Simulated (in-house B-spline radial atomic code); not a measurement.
Atomic self-consistent-field run: the nitrogen ion N⁺. Level of theory: non-relativistic r2SCAN, spin-polarised, spherical fractional occupations, point nucleus; calculated with a B-spline radial code for spherical atoms.

Command:
```bash
python run_scf.py task.json out
```
Settings:
```
Z                7
configuration    [He] 2s2 2p2
hamiltonian      nr
method           r2scan
spin_polarised   True
```

Output (hartree, bohr):
```
 radial grid: 42 intervals, B-splines of order 8, outer radius 23.5294 bohr

 iter        energy (Eh)    residual
    1         -54.013953    2.23e-02
    2         -54.015260    6.79e-04
    3         -54.015267    4.46e-04
    4         -54.015269    2.74e-04
    5         -54.015270    5.78e-05
    6         -54.015270    5.14e-06
    7         -54.015270    1.89e-06
    8         -54.015270    8.62e-08

 total energy                       -54.01527
 kinetic                              53.8806
 electron-nucleus                   -123.9340
 Hartree                              22.3336
 exchange-correlation                 -6.2955

 orbital      occ     eigenvalue          <r>       <r^2>       <1/r>     <1/r^3>       r_max
 1s up      1.000       -14.9346     0.229809   0.0714697     6.63209           -      0.1486
 1s down    1.000       -14.8748      0.22862   0.0705924     6.65447           -      0.1483
 2s up      1.000        -1.2957      1.22848     1.79994     1.17782           -       0.981
 2s down    1.000        -1.1104      1.27754     1.95522     1.12438           -       1.007
 2p up      2.000        -0.8278      1.24646     1.94874     1.05805      3.9378      0.9126
```

Time taken, with all properties: 0.18 s on 1 thread of Arm Neoverse N1 (shared host).
